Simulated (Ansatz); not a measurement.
A ladder of methods for LiI (Lithium Iodide)

LiI: 2 atoms, total charge 0, spin state singlet. SMILES: `[Li][I]`. Geometry: the measured bond length.

| atom | x (Å) | y (Å) | z (Å) |
| --- | --- | --- | --- |
| Li | 0.0000 | 0.0000 | 0.0000 |
| I | 0.0000 | 0.0000 | 2.3919 |

Each level gives the energy change with the Li1–I2 bond stretched from 2.392 to 3.588 Å (eV). The values are calculated.

| level | kind | program | value (eV) | less FCI/STO-3G | CPU time (all runs) |
| --- | --- | --- | --- | --- | --- |
| SVWN5/STO-3G (restricted) | LDA | Ansatz | 2.76 | -0.03 | 2.3 s |
| PBE/STO-3G (restricted) | GGA | Ansatz | 2.64 | -0.15 | 4.1 s |
| r2SCAN/STO-3G (restricted) | meta-GGA | Ansatz | 2.72 | -0.07 | 11 s |
| B3LYP/STO-3G (restricted) | global hybrid | Ansatz | 2.74 | -0.05 | 5.2 s |
| BHLYP/STO-3G (restricted) | global hybrid | Ansatz | 2.92 | +0.13 | 4.1 s |
| wB97X/STO-3G (restricted) | range-separated hybrid | Ansatz | 2.89 | +0.10 | 15 s |
| BCCD(T)/STO-3G (restricted) | coupled cluster or CI | Ansatz | 2.82 | +0.03 | 0.82 s |
| FCI/STO-3G | exact in the basis | Ansatz | 2.79 | 0.00 | 3 s |

FCI/STO-3G is exact within its basis and frozen core, so for wave-function methods in that basis the difference is their error; functionals converge differently with the basis, so for them it is only a difference. All-electron rows without a relativistic Hamiltonian named are non-relativistic. The first shape isn't each level's own minimum. The values span 2.64 to 2.92 eV. Minimal STO sets describe s-block atoms so badly that they can place the ion below the atom. All rows use very small basis sets, so even the best lies far from the true value. In the correlated wave-function rows the outer d shell of I is correlated, in sets not made for it. CPU times are rough (shared hosts, several kinds of processor): they show what a rung costs within a factor of a few.
